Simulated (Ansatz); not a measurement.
Relaxation of BCl2H3O (7 atoms, charge 0, multiplicity 1), to a largest force component of 0.03 eV/Å in at most 50 steps.

The calculation used RKS B3LYP/def2-SVP in Ansatz 0.2.0.

```xyz
7
Properties=species:S:1:pos:R:3
B -0.023 -0.268 0.108
O 0.007 -0.474 1.465
H -0.873 -0.438 1.866
Cl 1.484 -0.390 -0.786
Cl -1.549 0.019 -0.748
H 0.280 2.057 0.628
H 0.341 1.712 1.253
```

Problem. Where does it end, and by what steps?

Solution. The run converged. The force dipped under the threshold on the way, but the program's further checks kept it going. After 38 steps the energy has fallen by 0.269 eV; H6 moved furthest, 1.66 Å.

```tsv
step	energy less start (eV)	largest force component (eV/Å)	accepted
0	0.0000	1.436	yes
2	-0.2006	0.593	yes
4	-0.2440	0.181	yes
6	-0.2458	0.045	yes
8	-0.2405	0.495	no
10	-0.2465	0.229	no
12	-0.2477	0.122	yes
14	-0.2504	0.119	yes
16	-0.2528	0.218	yes
18	-0.2581	0.122	yes
20	-0.2478	0.332	no
22	-0.2598	0.381	no
24	-0.2615	0.133	yes
26	-0.2648	0.107	yes
28	-0.2658	0.106	yes
30	-0.2670	0.076	yes
32	-0.2675	0.113	yes
34	-0.2681	0.084	yes
36	-0.2662	0.237	no
38	-0.2686	0.028	yes
```

```xyz
7
Properties=species:S:1:pos:R:3
B -0.105 -0.815 -0.181
O 0.003 -0.098 0.950
H -0.849 0.135 1.344
Cl 1.364 -1.322 -1.004
Cl -1.694 -1.252 -0.846
H 0.400 3.135 1.890
H 0.547 2.434 1.633
```

Whether the end is a true minimum wasn't checked by a vibrational analysis.

Time of the run: 3.2 min on 1 thread of Intel(R) Xeon(R) Platinum 8175M CPU @ 2.50GHz (Skylake/Cascade Lake), with other jobs on the host, peak memory 0.17 GiB.
